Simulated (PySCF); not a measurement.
# Ruthenium: highly charged ions in a basis for the neutral atom

Ru⁸⁺ [Kr], Ru⁹⁺ [Ar] 3d10 4s2 4p5. Computed with PySCF 2.14 in cc-pVTZ-PP with ECP28MDF (5s5p4d2f1g, 63 functions), with scalar relativity through the core potential. No spin-orbit coupling, so a gap to NIST mixes the basis error with missing relativistic terms.

Changed run: basis of the neutral atom used for a highly charged ion. This setting is unsound on purpose.

```csv
species,method,sound run (hartree),changed run (hartree),converged
Ru⁸⁺,UHF,not run,-77.98412,yes
Ru⁸⁺,MN15,not run,-78.19753,yes
Ru⁸⁺,TPSS,not run,-78.32172,yes
Ru⁹⁺,UHF,not run,-71.43026,yes
Ru⁹⁺,MN15,not run,-71.61492,yes
Ru⁹⁺,TPSS,not run,-71.73939,yes
```

Ionisation energy of Ru⁸⁺:

```json
{"method": "UHF", "changed run (eV)": "178.34", "NIST (eV)": "178.41 ± 0.05"}
{"method": "MN15", "changed run (eV)": "179.12", "NIST (eV)": "178.41 ± 0.05"}
{"method": "TPSS", "changed run (eV)": "179.11", "NIST (eV)": "178.41 ± 0.05"}
```

The contracted functions were made for the neutral atom and can be too rigid for a highly charged ion.
